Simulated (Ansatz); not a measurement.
CH6CdSi⁻, that is CdMe(SiH3) with one electron more. Total charge -1; doublet. Geometry r2SCAN-D4/def2-TZVP, that of the neutral singlet; atoms count from 1.

```xyz
9

Cd   -0.2229    0.0517    0.0227
C    -2.2437    0.6732    0.2503
H    -2.2992    1.5386    0.9140
H    -2.8475   -0.1305    0.6767
H    -2.6676    0.9501   -0.7172
Si    2.1652   -0.6560   -0.2423
H     2.3125   -1.9016   -1.0484
H     2.8246   -0.9167    1.0695
H     2.9785    0.3912   -0.9252
```

In the def2 sets Cd takes a core potential; there is no spin–orbit coupling. The highest occupied level of the charge -1 doublet lies above zero (up to 2.03 eV). By energy differences it is unbound by 0.54 eV (vertical, against the charge 0 singlet, at PBE0-D4/def2-TZVPD) and held by the finite basis.

Q: Estimate the Mulliken populations from the PBE0/def2-TZVPD orbitals of Ansatz.

A: 
```csv
atom,charge (e),spin (α − β),d electrons
Cd1,-0.60,1.06,9.92
C2,-0.71,-0.06,–
H3,0.18,-0.02,–
H4,0.14,-0.02,–
H5,0.17,-0.03,–
Si6,0.05,0.03,–
H7,-0.08,0.03,–
H8,-0.08,0.02,–
H9,-0.06,-0.02,–
```
Mulliken values depend strongly on the basis. With diffuse functions, as here, like atoms can get unlike values, and bond orders can come out too low or too high.

Q: Where does the spin sit?

A: Summed by element: Cd 1.06, C -0.06, H -0.03, Si 0.03, of 1 unpaired in all. Largest on single atoms: Cd1 1.06, C2 -0.06, H7 0.03.

Q: And the Mayer bond orders between heavy atoms (over 0.3)?

A: Cd1–C2 0.57 (2.13 Å); Cd1–Si6 0.87 (2.50 Å).
